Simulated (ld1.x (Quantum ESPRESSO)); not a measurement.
# bismuth: one change to a TM potential, before and after

bismuth, norm-conserving Troullier–Martins (Kleinman–Bylander form), made with ld1.x (Quantum ESPRESSO) 7.5 (LDA (PZ), scalar-relativistic). Core [Xe] 4f14, reference 5d10 6s2 6p2 (charge +1). Waves: 6p (bound): rc 2.60 bohr; 5d (bound): rc 1.60 bohr; 6s (bound): rc 1.40 bohr. Local part: the s channel. Core correction: none.

Change: core correction a·sin(br)/r model core inside 0.64 bohr.

Cutoffs: the cutoffs (Ry, on a coarse ladder) from which the occupation-weighted sum of valence levels, in a spherical-Bessel basis at the reference potential, stays within 10 and 1 mRy of its value at 400 Ry; they do not see the model core or the augmentation charge, which bear on the density cutoff. Errors are all-electron minus pseudo energies relative to the spin-unpolarised reference configuration.

Predict the effect on cutoff, ghosts and configuration errors.

The potential gets neither clearly harder nor softer (110 Ry and 180 Ry → 110 Ry and 180 Ry); of the 9 tests that both files solve, the error grows in 4 and shrinks in 4 by more than 15 % and 0.3 meV (median size 6.3 → 7.9 meV); neither file shows a bound ghost. A model core, the more so a compact one, raises the density cutoff, which this test does not measure.

| quantity | base | changed |
| --- | --- | --- |
| cutoff, loose | 110 Ry | 110 Ry |
| cutoff, tight | 180 Ry | 180 Ry |
| bound ghosts | none | none |
| error for 5d10 6s2 6p3, meV [ΔE -8.15 eV] | +5.2 | +4.1 |
| error for 5d10 6s2 6p1, meV [ΔE 15.57 eV] | -4.8 | -7.9 |
| error for 5d10 6s2 6p0, meV [ΔE 39.28 eV] | -6.7 | -24 |
| error for 5d10 6s1 6p4, meV [ΔE 2.02 eV] | -0.7 | -23 |
| error for 5d10 6s2 6p2.5, meV [ΔE -4.95 eV] | +2.7 | +2.4 |
| error for 5d9 6s2 6p3, meV [ΔE 25.29 eV] | +29 | -64 |
| error for 5d10 6s2 6p3.3, meV [ΔE -9.31 eV] | +6.3 | +4.8 |
| error for 5d10 6s2 6p2 (spin-polarised), meV [ΔE -0.55 eV] | +12 | +5.0 |
| error for 5d10 6s2 6p3 (spin-polarised), meV [ΔE -9.18 eV] | +24 | +13 |
| s: phases at 2.86 bohr within 0.05 rad from the reference energy up to (Ry; the scan ends near 5) | -0.7 | -0.7 |
| p: phases at 2.86 bohr within 0.05 rad from the reference energy up to (Ry; the scan ends near 5) | 2.7 | 2.7 |
| d: phases at 2.86 bohr within 0.05 rad from the reference energy up to (Ry; the scan ends near 5) | 0.0 | 0.0 |
